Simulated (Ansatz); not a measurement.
Steps of a relaxation of CH₇ClO₂Si₂, SMILES `O[SiH2]C[SiH](O)Cl` with RKS PBE0-D4/def2-TZVP.

```sh
$ ansatz run in.yaml --threads 2 --pin off --events-out ev --progress --plain --max-ram 22528MiB --backend cuda --devices 0, --max-vram 18GiB
```

```yaml
crystal:
  periodic: [false, false, false]
  atoms:
    - {symbol: O, position_ang: [0.257180, 1.874550, -0.763750]}
    - {symbol: Si, position_ang: [0.690100, 1.217880, 0.672030]}
    - {symbol: C, position_ang: [-0.354020, -0.339550, 1.005630]}
    - {symbol: Si, position_ang: [-0.394490, -1.535780, -0.469980]}
    - {symbol: O, position_ang: [-0.544540, -0.737040, -1.873060]}
    - {symbol: Cl, position_ang: [1.320270, -2.611670, -0.458640]}
    - {symbol: H, position_ang: [-0.600360, 2.274100, -0.884930]}
    - {symbol: H, position_ang: [0.478490, 2.184390, 1.753000]}
    - {symbol: H, position_ang: [2.092980, 0.923730, 0.420430]}
    - {symbol: H, position_ang: [0.021560, -0.844990, 1.891830]}
    - {symbol: H, position_ang: [-1.376670, -0.043540, 1.240990]}
    - {symbol: H, position_ang: [-1.535650, -2.434720, -0.511330]}
    - {symbol: H, position_ang: [-0.054870, 0.072640, -2.022210]}
basis:
  gaussian: {orbitals: def2-TZVP}
hamiltonian: {xc: pbe0, dispersion: d4}
relax: {f_tol: 0.005, max_steps: 150}
```

Positions (Å) and forces (eV/Å) along the path, 12 of 24 steps:

```xyz
13
step=1 energy=-33514.6319 eV
O     0.257    1.875   -0.764   -0.060    0.274   -0.721
Si    0.690    1.218    0.672   -0.732   -0.843    0.121
C    -0.354   -0.340    1.006    0.450    0.003   -0.670
Si   -0.394   -1.536   -0.470   -0.221    1.019    0.467
O    -0.545   -0.737   -1.873   -0.170    0.069   -0.425
Cl    1.320   -2.612   -0.459    0.553   -0.390    0.103
H    -0.600    2.274   -0.885   -0.186    0.089    0.067
H     0.478    2.184    1.753    0.054    0.249    0.364
H     2.093    0.924    0.420    0.499   -0.201    0.209
H     0.022   -0.845    1.892    0.163   -0.180    0.184
H    -1.377   -0.044    1.241   -0.194    0.147   -0.054
H    -1.536   -2.435   -0.511   -0.284   -0.411    0.236
H    -0.055    0.073   -2.022    0.127    0.176    0.118
13
step=2 energy=-33514.7295 eV
O     0.252    1.893   -0.789   -0.059    0.085   -0.414
Si    0.670    1.204    0.648   -0.100   -0.400    0.332
C    -0.352   -0.344    0.984    0.148    0.096   -0.389
Si   -0.392   -1.522   -0.479   -0.029    0.234    0.320
O    -0.562   -0.720   -1.883   -0.066   -0.061   -0.235
Cl    1.353   -2.617   -0.424    0.013    0.018   -0.022
H    -0.597    2.322   -0.897   -0.027    0.026    0.106
H     0.493    2.167    1.760   -0.016    0.089    0.072
H     2.096    0.872    0.472    0.096   -0.045    0.039
H     0.028   -0.858    1.871    0.059   -0.014    0.014
H    -1.378   -0.034    1.207   -0.068    0.009   -0.019
H    -1.515   -2.474   -0.453   -0.013   -0.098    0.059
H    -0.094    0.110   -2.016    0.061    0.059    0.136
13
step=4 energy=-33514.7593 eV
O     0.270    1.874   -0.810   -0.153    0.056   -0.125
Si    0.672    1.180    0.646    0.096    0.098    0.071
C    -0.366   -0.335    0.946   -0.047    0.023    0.106
Si   -0.389   -1.525   -0.477    0.003   -0.109   -0.061
O    -0.590   -0.746   -1.894   -0.017    0.049   -0.096
Cl    1.398   -2.564   -0.433   -0.064    0.061   -0.016
H    -0.531    2.404   -0.869    0.188   -0.091    0.094
H     0.487    2.165    1.751   -0.009   -0.026   -0.055
H     2.106    0.819    0.519   -0.063    0.023    0.000
H     0.006   -0.847    1.841   -0.030    0.006   -0.004
H    -1.399   -0.022    1.150    0.038   -0.020   -0.003
H    -1.468   -2.534   -0.389    0.065    0.032   -0.018
H    -0.195    0.131   -1.980   -0.007   -0.100    0.107
13
step=5 energy=-33514.7667 eV
O     0.291    1.838   -0.835   -0.484    0.332    0.039
Si    0.674    1.167    0.645    0.070    0.122   -0.077
C    -0.380   -0.337    0.942   -0.069   -0.029    0.144
Si   -0.391   -1.533   -0.477    0.048   -0.089   -0.114
O    -0.629   -0.755   -1.892    0.012    0.134    0.007
Cl    1.431   -2.507   -0.459   -0.030    0.031   -0.008
H    -0.447    2.467   -0.858    0.504   -0.389    0.037
H     0.474    2.179    1.721   -0.013   -0.022   -0.044
H     2.105    0.795    0.550   -0.032    0.013    0.014
H    -0.024   -0.849    1.845   -0.019    0.012   -0.029
H    -1.413   -0.020    1.133    0.025    0.004   -0.006
H    -1.423   -2.589   -0.371    0.028    0.061   -0.017
H    -0.269    0.144   -1.943   -0.041   -0.180    0.055
13
step=6 energy=-33514.7758 eV
O     0.275    1.789   -0.867    0.123   -0.184    0.054
Si    0.652    1.170    0.634   -0.019   -0.044    0.119
C    -0.364   -0.360    0.955    0.030    0.050   -0.020
Si   -0.398   -1.542   -0.483   -0.065   -0.103    0.016
O    -0.660   -0.750   -1.883    0.071    0.096    0.023
Cl    1.417   -2.527   -0.505    0.002    0.035    0.002
H    -0.312    2.540   -0.866   -0.148    0.213   -0.098
H     0.370    2.209    1.664    0.021    0.011   -0.029
H     2.091    0.838    0.612    0.069    0.003    0.007
H     0.038   -0.867    1.839   -0.015   -0.021   -0.001
H    -1.392   -0.055    1.185    0.004   -0.031   -0.029
H    -1.438   -2.586   -0.379    0.013   -0.005    0.018
H    -0.279    0.140   -1.905   -0.086   -0.021   -0.061
13
step=13 energy=-33514.8135 eV rejected
O     0.218    1.648   -0.849    0.342    1.299   -0.293
Si    0.592    1.167    0.702    0.043    0.035   -0.001
C    -0.386   -0.386    0.969    0.018   -0.064    0.062
Si   -0.405   -1.541   -0.490   -0.030    0.009   -0.078
O    -0.959   -0.780   -1.822    0.031   -0.044    0.052
Cl    1.528   -2.225   -0.757   -0.038    0.032    0.014
H     0.469    2.569   -1.095   -0.321   -1.259    0.279
H     0.205    2.247    1.655   -0.005   -0.015   -0.010
H     2.053    0.928    0.844   -0.031   -0.001   -0.014
H     0.006   -0.912    1.846    0.012   -0.002   -0.009
H    -1.424   -0.111    1.187   -0.039   -0.002   -0.006
H    -1.248   -2.737   -0.282    0.015    0.024   -0.014
H    -0.650    0.132   -1.908    0.003   -0.011    0.018
13
step=14 energy=-33514.8302 eV
O     0.238    1.644   -0.852   -0.014    0.150    0.014
Si    0.601    1.167    0.702    0.033   -0.022   -0.038
C    -0.384   -0.384    0.968   -0.001   -0.049    0.057
Si   -0.409   -1.540   -0.491    0.008    0.031   -0.029
O    -0.948   -0.777   -1.826    0.009   -0.016    0.019
Cl    1.523   -2.226   -0.741   -0.004   -0.001   -0.003
H     0.408    2.560   -1.083    0.018   -0.083   -0.032
H     0.215    2.249    1.649   -0.008   -0.001   -0.006
H     2.060    0.921    0.842   -0.023   -0.001    0.008
H     0.008   -0.911    1.845    0.006   -0.012   -0.005
H    -1.421   -0.105    1.187   -0.031    0.004    0.002
H    -1.260   -2.730   -0.292    0.006    0.008    0.001
H    -0.633    0.134   -1.907    0.001   -0.008    0.013
13
step=16 energy=-33514.8341 eV rejected
O     0.190    1.685   -0.832   -0.001   -0.153    0.027
Si    0.582    1.173    0.705   -0.145    0.092    0.080
C    -0.397   -0.385    0.974    0.068    0.031   -0.049
Si   -0.401   -1.530   -0.496   -0.080   -0.142    0.093
O    -0.975   -0.784   -1.824    0.043    0.089    0.016
Cl    1.534   -2.201   -0.768    0.013    0.064   -0.001
H     0.571    2.505   -1.142    0.037    0.060   -0.033
H     0.190    2.230    1.677    0.025    0.008    0.019
H     2.042    0.941    0.839    0.015   -0.023   -0.044
H     0.011   -0.908    1.846    0.012   -0.018   -0.028
H    -1.438   -0.125    1.205    0.039    0.006   -0.043
H    -1.219   -2.740   -0.283   -0.023   -0.002   -0.021
H    -0.691    0.138   -1.900   -0.004   -0.014   -0.017
13
step=17 energy=-33514.8375 eV
O     0.196    1.660   -0.839    0.004    0.050    0.003
Si    0.580    1.171    0.706    0.008   -0.010   -0.003
C    -0.395   -0.387    0.977   -0.007   -0.003   -0.004
Si   -0.406   -1.534   -0.490    0.010    0.010   -0.007
O    -0.963   -0.773   -1.818   -0.003    0.004    0.000
Cl    1.538   -2.183   -0.754   -0.012   -0.005    0.001
H     0.528    2.509   -1.136   -0.002   -0.044   -0.006
H     0.204    2.240    1.671   -0.003   -0.001    0.000
H     2.041    0.926    0.824   -0.003    0.006    0.003
H     0.010   -0.915    1.847    0.000    0.004    0.005
H    -1.435   -0.121    1.200   -0.001   -0.005    0.008
H    -1.237   -2.739   -0.295    0.009   -0.005   -0.002
H    -0.662    0.143   -1.891   -0.001   -0.002    0.001
13
step=18 energy=-33514.8386 eV
O     0.187    1.664   -0.832    0.009    0.019   -0.018
Si    0.573    1.175    0.712   -0.009   -0.008   -0.023
C    -0.396   -0.388    0.980    0.018   -0.003    0.006
Si   -0.408   -1.528   -0.492   -0.030   -0.022    0.024
O    -0.980   -0.768   -1.814    0.007    0.001   -0.009
Cl    1.537   -2.167   -0.769    0.016    0.003   -0.006
H     0.586    2.470   -1.164    0.000   -0.019    0.009
H     0.184    2.232    1.682    0.000    0.031    0.022
H     2.038    0.948    0.830   -0.018   -0.009    0.002
H     0.017   -0.914    1.847   -0.005   -0.007   -0.009
H    -1.435   -0.129    1.212    0.011    0.001   -0.005
H    -1.227   -2.741   -0.295    0.006    0.010   -0.007
H    -0.675    0.146   -1.896   -0.005    0.004    0.015
13
step=19 energy=-33514.8391 eV
O     0.186    1.664   -0.834   -0.012   -0.011    0.003
Si    0.566    1.177    0.713    0.023   -0.015   -0.009
C    -0.397   -0.389    0.981   -0.006    0.007    0.010
Si   -0.407   -1.527   -0.492   -0.007   -0.011   -0.004
O    -0.983   -0.765   -1.811   -0.013    0.011   -0.005
Cl    1.541   -2.156   -0.776    0.010    0.002    0.000
H     0.616    2.448   -1.178    0.009    0.011   -0.002
H     0.179    2.238    1.682   -0.010    0.010    0.006
H     2.030    0.948    0.835   -0.005    0.000   -0.001
H     0.018   -0.916    1.847   -0.002    0.003   -0.006
H    -1.437   -0.133    1.215    0.002   -0.007   -0.002
H    -1.218   -2.746   -0.301    0.002    0.008    0.004
H    -0.694    0.155   -1.882    0.008   -0.008    0.007
13
step=24 energy=-33514.8392 eV
O     0.199    1.655   -0.838    0.001    0.001    0.001
Si    0.565    1.177    0.716    0.000    0.001   -0.001
C    -0.398   -0.390    0.984    0.002   -0.001   -0.002
Si   -0.409   -1.523   -0.493    0.000   -0.002    0.002
O    -1.003   -0.761   -1.804    0.000    0.001   -0.003
Cl    1.543   -2.132   -0.795   -0.001    0.002    0.001
H     0.643    2.430   -1.186   -0.001   -0.001    0.000
H     0.163    2.243    1.674    0.000    0.000    0.000
H     2.027    0.952    0.853    0.000    0.000    0.000
H     0.021   -0.918    1.847    0.000   -0.001    0.000
H    -1.438   -0.138    1.221    0.000    0.000    0.000
H    -1.209   -2.749   -0.298   -0.001    0.000    0.000
H    -0.703    0.155   -1.880    0.000   -0.001    0.001
```

Hardware: 2 threads of an AMD EPYC 7R13 on a shared host and a share of an NVIDIA H100 80 GB. Wall time 37 s, peak host memory 0.95 GiB.
